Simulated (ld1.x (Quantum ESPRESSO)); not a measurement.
## Transferability test, PAW potential for phosphorus

* Element: phosphorus (P)
* Generator: ld1.x (Quantum ESPRESSO) 7.5
* Type: PAW
* Functional: PBE
* Relativity: fully relativistic
* Frozen core: [Ne]
* Valence charge: 5
* Reference configuration: 3s2 3p1 (charge +2)
* Partial waves: 3s (bound): rcut 1.20, rcutus 1.60 bohr; 3s channel at 1 Ry: rcut 1.20, rcutus 1.60 bohr; 3p (bound): rcut 1.70, rcutus 1.85 bohr; 3p channel at -0.3 Ry: rcut 1.70, rcutus 1.85 bohr; 3d channel at 0.15 Ry: rcut 1.60, rcutus 1.75 bohr; 3d channel at 2.55 Ry: rcut 1.60, rcutus 1.75 bohr
* Local potential: all-electron potential smoothed inside 1.55 bohr (lloc = -1)
* Core correction: Bessel-smoothed model core inside 1.50 bohr
* Augmentation charge: PSQ, radius 1.00 bohr

Open shells are filled in proportion to 2j + 1 (rel_dist='average').

Energies are relative to the spin-unpolarised reference configuration 3s2 3p1; without spin polarisation the order of configurations can differ from experiment.

**Question.** Give the all-electron excitation energy and the error of the potential for: 3s2 3p3; 3s2 3p2; 3s2 3p0; 3s1 3p4; 3s2 3p3.3; 3s2 3p2.5; 3s0 3p5.

**Answer.**

```json
{"valence configuration": "3s2 3p3", "charge": "0", "ΔE all-electron (eV)": "-28.877", "error AE − PS (meV)": "-5.9"}
{"valence configuration": "3s2 3p2", "charge": "+1", "ΔE all-electron (eV)": "-19.147", "error AE − PS (meV)": "-3.0"}
{"valence configuration": "3s2 3p0", "charge": "+3", "ΔE all-electron (eV)": "29.739", "error AE − PS (meV)": "-9.9"}
{"valence configuration": "3s1 3p4", "charge": "0", "ΔE all-electron (eV)": "-20.343", "error AE − PS (meV)": "-3.8"}
{"valence configuration": "3s2 3p3.3", "charge": "-0.3", "ΔE all-electron (eV)": "-30.184", "error AE − PS (meV)": "-6.2"}
{"valence configuration": "3s2 3p2.5", "charge": "+0.5", "ΔE all-electron (eV)": "-25.102", "error AE − PS (meV)": "-4.8"}
{"valence configuration": "3s0 3p5", "charge": "0", "ΔE all-electron (eV)": "-11.677", "error AE − PS (meV)": "-2.4"}
```

The ghost test of this file was not conclusive.
